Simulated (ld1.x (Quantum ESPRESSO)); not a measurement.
# Cutoff test, rhodium, TM

```
Element                 : Rh (Z = 45)
Generator               : ld1.x (Quantum ESPRESSO) 7.5
Type                    : norm-conserving Troullier–Martins (Kleinman–Bylander form)
Functional              : PBE
Relativity              : scalar-relativistic
Frozen core             : [Kr]
Valence charge          : 9
Reference configuration : 4d6 5s0 5p0 (charge +3)
Partial waves           : 5s (bound, empty): rc 2.15 bohr; 5p (bound, empty): rc 2.50 bohr; 4d (bound): rc 1.60 bohr
Local potential         : all-electron potential smoothed inside 1.20 bohr (lloc = -1)
Core correction         : Bessel-smoothed model core inside 1.15 bohr
```

The pseudo-atom Hamiltonian at the reference potential is diagonalised in spherical Bessel functions j_l(qr) that vanish at 20 bohr, with q² up to the cutoff. All-electron valence levels (Ry): 5s -2.1818, 5p -1.6633, 4d -2.9040.

How do the lowest levels (Ry) of each channel move with the cutoff, and are there ghosts?

| cutoff (Ry) | s #1 | s #2 | p #1 | p #2 | d #1 | f #1 | Σ f·Δε (mRy) |
| --- | --- | --- | --- | --- | --- | --- | --- |
| 8 | -6.2850 | -2.1702 | -1.6607 | -0.7786 | -1.7936 | -0.6816 | 6662.3 |
| 12 | -10.1795 | -2.1739 | -1.6672 | -1.3443 | -2.1076 | -0.6907 | 4778.3 |
| 15 | -11.7763 | -2.1772 | -2.8348 | -1.6622 | -2.2604 | -0.6954 | 3862.0 |
| 21 | -14.4497 | -2.1813 | -4.5706 | -1.6632 | -2.5825 | -0.6998 | 1929.3 |
| 25 | -15.0857 | -2.1814 | -5.5040 | -1.6633 | -2.6775 | -0.7020 | 1359.2 |
| 35 | -16.1322 | -2.1816 | -6.6154 | -1.6633 | -2.8450 | -0.7047 | 354.1 |
| 45 | -16.4909 | -2.1818 | -7.0627 | -1.6633 | -2.8914 | -0.7057 | 75.9 |
| 50 | -16.5986 | -2.1818 | -7.1646 | -1.6633 | -2.9001 | -0.7059 | 23.3 |
| 60 | -16.6713 | -2.1818 | -7.2828 | -1.6633 | -2.9035 | -0.7062 | 3.3 |
| 70 | -16.6994 | -2.1818 | -7.3327 | -1.6633 | -2.9039 | -0.7063 | 0.7 |
| 90 | -16.7113 | -2.1818 | -7.3578 | -1.6633 | -2.9040 | -0.7064 | 0.5 |
| 400 | -16.7132 | -2.1818 | -7.3623 | -1.6633 | -2.9040 | -0.7064 | 0.0 |

Result: ghost states, extra bound levels that the all-electron valence spectrum of the same l lacks: s at -227.4 eV, p at -100.2 eV (a true bound ghost makes a file unfit for plane-wave use); 10 mRy is reached at 55 Ry and 1 mRy at 70 Ry.

Its largest configuration-test error is -334 meV.
